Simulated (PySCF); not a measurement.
Constitutional and geometric isomers with formula C2H2BN. All species are isolated molecules in the gas phase. Strings in code marks are SMILES.

Level of theory: PySCF with PBE-D3(BJ)/def2-TZVP // B3LYP-D3(BJ)/def2-TZVP. All candidates: neutral, multiplicity 1. Delta-SCF ions had no search for a lower state. 

- HOMO = -6.89 eV
- vertical ionisation energy (Delta-SCF) = 10.19 eV
- dipole moment = 0.58 D

Say which member has these values.
A) `C#CB=N`
B) `C=BC#N`
C) `B=C=C=N`
D) `B=NC#C`

A, `C#CB=N`. The others give `B=C=C=N`: -6.05 eV, 9.32 eV, 1.35 D; `C=BC#N`: -6.42 eV, 9.76 eV, 2.57 D; `B=NC#C`: -6.18 eV, 9.52 eV, 1.07 D
